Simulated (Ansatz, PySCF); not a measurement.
C3H9BO2, SMILES COCB(C)O. Atoms are numbered in the order given.

```xyz
15

C      2.5583    -0.7594    -0.0178
O      1.4403     0.0769     0.0348
C      0.2291    -0.6254    -0.0624
B     -1.0470     0.3010     0.0267
C     -2.4804    -0.3101    -0.2370
O     -0.8571     1.6143     0.3122
H      2.5659    -1.4982     0.8123
H      3.4581    -0.1315     0.0641
H      2.6097    -1.3282    -0.9711
H      0.1415    -1.3957     0.7446
H      0.1790    -1.2228    -1.0055
H     -2.5444    -1.3821     0.0093
H     -3.2913     0.2150     0.2955
H     -2.7049    -0.2295    -1.3170
H     -1.6861     2.1076     0.3609
```

Geometry optimised at r2SCAN-D4/def2-SVP. This is a generated structure with no PubChem entry under its InChIKey; it may be hypothetical. The values are those of a single conformer.

Vertical ionisation energy (IE) and electron affinity (EA) in eV. Rows of orbital energies are one-electron estimates. Where ΔSCF, EOM or ADC give a negative EA the extra electron is unbound and the value depends on the basis.

```tsv
level	IE	EA
−ε(HOMO), −ε(LUMO), CAM-B3LYP/def2-TZVP (PySCF)	…	…
−ε(HOMO), −ε(LUMO), PBE/def2-TZVP (PySCF)	5.64	0.45
ΔSCF, PBE0/def2-SVPD (Ansatz), final states of multiplicity 2 and 2	9.53	-1.06
ΔSCF, PBE/def2-SVPD (Ansatz), final states of multiplicity 2 and 2	9.19	-0.90
```

Q: Complete the blanks. (The exact figures need the calculation; the answer reports its results.)

A: 
- −ε(HOMO), −ε(LUMO), CAM-B3LYP/def2-TZVP (PySCF), IE: 8.66
- −ε(HOMO), −ε(LUMO), CAM-B3LYP/def2-TZVP (PySCF), EA: -1.33

Q: What vertical singlet–triplet gap does ΔSCF give with PBE0/def2-SVPD (Ansatz, a quantum-chemistry and plane-wave program) and with PBE/def2-SVPD (Ansatz)? (Estimate from the structure and the level; the computed values follow.)

A: 6.55 and 5.98 eV (triplet above singlet where positive).
